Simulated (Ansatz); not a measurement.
C2H4ClNSi, SMILES C(#N)C[SiH2]Cl.

Coordinates come from a B3LYP-D3(BJ)/def2-SVP optimisation. This is a generated structure with no PubChem entry under its InChIKey; it may be hypothetical. The values are those of a single conformer.

Two levels are set side by side: PBE/def2-SVPD (Ansatz, a program for electronic structure) and PBE0/def2-SVPD (Ansatz). Energy differences of separate SCF runs at the same geometry; the states with an electron removed or added have multiplicity 2 and 2. Differences are taken from unrounded values.

```tsv
quantity	PBE0	PBE	PBE minus PBE0
vertical ionisation energy (eV)	11.02	10.59	-0.43
vertical singlet–triplet gap (eV)	6.33	6.30	-0.03
```
